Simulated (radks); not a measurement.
Task: Bi27+, 56 electrons, occupied as [Kr] 4d10 4f10. Method: Dirac Kohn-Sham, exchange-only PBE, spin-unpolarised, spherical densities, finite nucleus; open shells fill j = l - 1/2 first; Fermi nuclear charge, rms radius 5.5211 fm; computed with a radial shooting solver on a logarithmic mesh with Libxc functionals. Some entries of the table are withheld. Estimate them.

orbital  occ.  eigenvalue (eV)  <r> (bohr)  <1/r> (bohr^-1)
1s1/2       2        -91282.09     0.01580            103.2
2s1/2       2        -17060.08     0.06578            25.58
2p1/2       2        -16432.46     0.05387            25.54
2p3/2       4        -14111.76     0.06291            20.25
3s1/2       2        -4728.741      0.1708            9.392
3p1/2       2        -4443.878      0.1612            9.307
3p3/2       4        -3922.333      0.1776            7.921
3d3/2       4        -3453.647      0.1541            7.820
3d5/2       6        -3342.905      0.1590            7.514
4s1/2       2        -1668.558      0.3694            4.085
4p1/2       2        -1543.622      0.3687              (1)
4p3/2       4        -1407.182      0.3996              (2)
4d3/2       4        -1203.112      0.3970            3.353
4d5/2       6        -1176.559      0.4062            3.251
4f5/2       6        -913.4268      0.3926            3.004
4f7/2       4        -906.6539      0.3967            2.968
5s1/2       0        -808.0274         (3)            2.031
5p1/2       0        -755.4608         (4)            1.964
5p3/2       0        -711.8786         (5)            1.805

Result: 
(1) 4p1/2 <1/r> (bohr^-1): 3.987
(2) 4p3/2 <1/r> (bohr^-1): 3.519
(3) 5s1/2 <r> (bohr): 0.7088
(4) 5p1/2 <r> (bohr): 0.7251
(5) 5p3/2 <r> (bohr): 0.7692
